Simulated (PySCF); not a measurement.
Choosing a molecule for a target property.

Species are written as SMILES; each is one conformer at its optimised geometry, gas phase, non-relativistic unless stated. Electronic properties by PySCF.

The conformers computed, where there is a choice (atom-mapped SMILES and torsion angles):
- `[CH2:1]=[CH:2][c:3]1[cH:4][cH:5][cH:6][cH:7][c:8]1[SH:9]`: C1–C2–C3–C4 38°, H–S9–C8–C7 -161°
- `[O:1]=[CH:2][O:3][C:4]1=[CH:5][CH2:6][O:7][CH2:8]1`: O1–C2–O3–C4 0°, C2–O3–C4–C5 1°
- `[CH3:1][CH2:2][C:3](=[O:4])[O:5][SiH2:6][SiH3:7]`: C1–C2–C3–O4 -2°, C2–C3–O5–Si6 179°, C3–O5–Si6–Si7 0°

The conformers of `FC1=CCPC1` aren't listed.

Question: Wanted: lowest singlet excitation below 5 eV (TDDFT PBE0/def2-SVPD) and dipole moment below 4 D (PBE0/def2-SVPD), at GFN2-xTB geometries. Which candidate meets both?
A. `Clc1ccnnn1`
B. `C(O[SiH2][SiH3])(CC)=O`
C. `O=COC1=CCOC1`
D. `C/C(F)=C(/C)C#N`
E. `C=Cc1ccccc1S`

Answer: E. Computed values:
```csv
species,lowest singlet excitation,dipole moment
Clc1ccnnn1,3.40 eV,4.52 D
C=Cc1ccccc1S,4.34 eV,1.23 D
O=COC1=CCOC1,5.31 eV,1.04 D
C(O[SiH2][SiH3])(CC)=O,5.96 eV,1.92 D
C/C(F)=C(/C)C#N,6.24 eV,2.85 D
```

Question: Wanted: HOMO–LUMO gap between 5.2 eV and 6.4 eV (PBE0/def2-SVPD) and lowest triplet excitation (Tamm–Dancoff) below 4 eV (TDA PBE0/def2-SVPD), at GFN2-xTB geometries. Which candidate meets both?
A. `O=COC1=CCOC1`
B. `Clc1ccnnn1`
C. `C=Cc1ccccc1S`
D. `C/C(F)=C(/C)C#N`
E. `CCC(=O)O[SiH2][SiH3]`
F. `FC1=CCPC1`

Answer: C. Computed values:
| species | HOMO–LUMO gap | lowest triplet excitation (Tamm–Dancoff) |
| --- | --- | --- |
| Clc1ccnnn1 | 5.13 eV | 2.46 eV |
| C=Cc1ccccc1S | 5.26 eV | 3.36 eV |
| O=COC1=CCOC1 | 6.20 eV | 4.10 eV |
| C/C(F)=C(/C)C#N | 6.58 eV | 3.73 eV |
| FC1=CCPC1 | 7.21 eV | 4.33 eV |
| CCC(=O)O[SiH2][SiH3] | 7.67 eV | 5.47 eV |

Question: Wanted: HOMO energy between -7.3 eV and -6.7 eV (PBE0/def2-SVPD) and electronic spatial extent ⟨r²⟩ about the centre of nuclear charge below 1200 bohr² (PBE0/def2-SVPD), at GFN2-xTB geometries. Which candidate meets both?
A. `CCC(=O)O[SiH2][SiH3]`
B. `C=Cc1ccccc1S`
C. `C/C(F)=C(/C)C#N`
D. `O=COC1=CCOC1`

Answer: D. Computed values:
```csv
species,HOMO energy,electronic spatial extent ⟨r²⟩ about the centre of nuclear charge
CCC(=O)O[SiH2][SiH3],-8.05 eV,1457 bohr²
C/C(F)=C(/C)C#N,-7.67 eV,796 bohr²
O=COC1=CCOC1,-7.01 eV,985 bohr²
C=Cc1ccccc1S,-6.40 eV,1410 bohr²
```
